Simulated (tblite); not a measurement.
Species: C₇H₈ClP.
Cartesian coordinates in Å at the GFN2-xTB level; atoms count from 1:
```xyz
17
C7H8ClP angstrom
C      2.706    0.061   -0.481
P      1.951   -0.886    0.925
C      0.216   -0.340    0.705
C     -0.115    0.978    1.009
C     -1.414    1.430    0.884
C     -2.398    0.549    0.463
Cl    -4.028    1.105    0.303
C     -2.094   -0.771    0.175
C     -0.789   -1.210    0.300
H      2.780    1.113   -0.207
H      2.112   -0.037   -1.388
H      3.710   -0.321   -0.654
H      1.790   -2.080    0.210
H      0.656    1.655    1.349
H     -1.666    2.453    1.115
H     -2.872   -1.447   -0.145
H     -0.551   -2.240    0.078
```

Calculated harmonic vibrations of the isolated species, GFN2-xTB (tblite), most abundant isotopes, no scaling. This tight-binding method is rough: wavenumbers can miss measured ones by several per cent, in bad cases by 10 to 20. Modes of hydrogen on phosphorus can be 10 to 20 % off. One conformer, not necessarily the lowest.

Harmonic wavenumbers (cm⁻¹): 28.8, 72.0, 152.0, 172.6, 205.6, 292.1, 311.5, 332.0, 366.3, 469.1, 522.3, 598.4, 656.7, 719.1, 737.3, 739.3, 793.6, 862.7, 864.5, 895.5, 906.6, 918.9, 978.2, 988.2, 1103.9, 1127.3, 1130.3, 1191.2, 1258.3, 1314.7, 1315.0, 1388.0, 1441.2, 1445.7, 1451.5, 1566.9, 1573.0, 2252.6, 3003.4, 3009.1, 3017.4, 3067.9, 3069.0, 3098.3, 3099.8.

A = 3846, B = 525.8, C = 491.4 MHz; mass 158.005 u (most abundant isotopes); point group C1, symmetry number 1.

**Question.** What is the zero-point energy?

**Answer.** ½Σν̃ = 27254 cm⁻¹ = 77.92 kcal/mol.

**Question.** What is S at 500 K and 1 bar for an ideal gas of classical rigid rotors and harmonic oscillators?

**Answer.** Translation 43.68, rotation 31.70, vibration 46.07: S = 121.4 cal/(mol K).

**Question.** And Cp and H(500 K) − H(0)?

**Answer.** Cp = 54.11 cal/(mol K), of which vibrations give 46.16 (their classical limit is 45 R = 89.4); H(500 K) − H(0) = 15.84 kcal/mol without the zero-point energy, 11.86 from vibrations.

**Question.** How do the functions run with temperature in this model?

**Answer.** 
```csv
T (K),S (cal/(mol K)),Cp (cal/(mol K)),H − H(0) (kcal/mol),G − H(0) (kcal/mol),ln q(vib)
50,60.6,12.3,0.50,-2.53,0.73
100,70.7,17.2,1.24,-5.83,1.82
298.15,98.1,36.8,6.56,-22.68,6.42
373.15,107.1,44.0,9.59,-30.38,8.21
750,146.2,67.6,31.19,-78.43,17.07
1000,166.8,75.9,49.21,-117.63,22.49
```

q(vib) and H(0) count from the zero-point level.

**Question.** Blend soft modes into free rotors: weight 1/[1 + (100 cm⁻¹/ν̃)⁴] for the oscillator and the rest for a rotor with moment μB/(μ + B), μ = h/(8π²ν), B = 10⁻⁴⁴ kg m². What vibrational entropy results?

**Answer.** 42.45 cal/(mol K) in place of 46.07, which changes −T·S at 500 K by +1.81 kcal/mol.

**Question.** Which modes carry the vibrational entropy at 500 K?

**Answer.** 28.8 cm⁻¹: 6.94; 72.0 cm⁻¹: 5.12; 152.0 cm⁻¹: 3.65; 172.6 cm⁻¹: 3.40; 205.6 cm⁻¹: 3.06; 292.1 cm⁻¹: 2.39 cal/(mol K); the other 39 give 21.52 together.

**Question.** What must be added to the electronic energy to get the Gibbs energy at 500 K and 1 bar?

**Answer.** ZPE + [H(500 K) − H(0)] − T·S = 77.92 + 15.84 − 60.72 = 33.04 kcal/mol.

Hindered rotation and anharmonicity are outside this model. Other conformers, if any are populated, would add a mixing term that is left out. The structure is chiral; the term R ln 2 for an equal mix with its mirror image is left out.
